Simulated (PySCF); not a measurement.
An unknown shows these calculated signals:

1H NMR (400 MHz, computed): δ 9.94 (s, 1H), 4.00 (d, 3H), 2.97 (m, 1H), 1.76 (d, 1H).

13C{1H} NMR (computed): δ 208.1 (C), 185.3 (CH), 85.8 (C), 79.0 (CH), 59.3 (C), 8.5 (CH).

Computed data (PySCF 2.14.0 with density-fitted response routines): GIAO PBE0/pcSseg-1 shieldings, geometry from GFN2-xTB. One conformer, isolated molecule, averaged over atoms made equivalent by symmetry, fast rotation or ring inversion, relativity neglected.

Shifts are taken against calculated references (same method and geometry level): 1H and 13C against TMS.

Which of these does the molecule contain: a Si–CH3 group, a C≡C triple bond, an amide, an aldehyde, an S-methyl group, a non-aromatic C=C double bond?

Results:


- A Si–CH3 group: no.
- A C≡C triple bond: yes (δC 79.0, 85.8; δH 1.76 (d)).
- An amide: no.
- An aldehyde: yes (δC 185.3; δH 9.94 (s)).
- An S-methyl group: no.
- A non-aromatic C=C double bond: yes.

The data belong to `C#C[C@@H]([SiH3])C(=C=O)C=O`, C6H6O2Si; they needn't prove each group on their own.

Carbon signals by region: 2 in the far downfield region (above 160 ppm), 3 at 50–100 ppm, 1 below 50 ppm. Above 160 ppm: 208.1, central carbon of a ketene, 185.3, aldehyde carbonyl carbon.

Shifts are as computed. Against solution values, carbons near 30 ppm lie about +3 ppm off and those near 130 ppm about +5 ppm. Of 1211 compounds with measured shifts, 218 miss one by over three times the rms of a fit or turn the order of signals round; such compounds aren't used in these exercises. Multiplicities follow the n + 1 count of equivalent neighbours, as no J values were calculated; m marks all less simple cases, F and P coupling included.
